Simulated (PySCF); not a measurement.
System: Br₃ (anion, charge -1), singlet: map of symmetric stretch and bend. Scanned: Br-Br bond length and Br-Br-Br angle.

Calculation: restricted B3LYP/3-21G run with PySCF.

Energy in mEh above the lowest grid point; x is the Br-Br bond length (Å), y the Br-Br-Br angle (°).

```csv
y \ x,2.21,2.38,2.51,2.64,2.77,2.90,3.03,3.16,3.29,3.42,3.51
180,126.6,42.7,12.6,0.7,0.0,5.8,15.1,26.0,37.2,48.0,55.1
173.95,127.6,43.4,13.3,1.3,0.4,6.2,15.4,26.2,37.4,48.2,55.2
165.32,132.2,47.1,16.4,3.9,2.7,8.0,16.9,27.5,38.4,49.0,56.0
156.68,140.6,53.8,22.0,8.6,6.6,11.3,19.7,29.8,40.4,50.6,57.3
148.04,152.4,63.3,30.1,15.4,12.3,16.1,23.7,33.1,43.0,52.8,59.3
139.41,167.3,75.4,40.3,24.0,19.5,22.1,28.7,37.3,46.5,55.7,61.8
130.77,184.9,89.7,52.4,34.2,28.1,29.3,34.7,42.3,50.7,59.2,64.9
122.14,204.2,105.6,65.9,45.7,37.8,37.5,41.6,48.0,55.4,63.1,68.3
113.50,224.4,122.6,80.5,58.1,48.3,46.3,49.0,54.3,60.7,67.6,72.2
104.86,245.2,140.1,142.6,71.0,59.3,55.6,56.9,60.9,66.3,72.3,76.5
96.23,289.1,178.3,129.6,84.0,70.4,65.1,64.9,67.7,72.1,77.2,80.8
85,281.4,168.9,120.5,101.0,84.7,77.1,75.1,76.4,79.5,83.5,86.5
```

Points that lie below all their neighbours on the grid: x = 2.77, y = 180 on the edge of the grid (0.0 mEh).
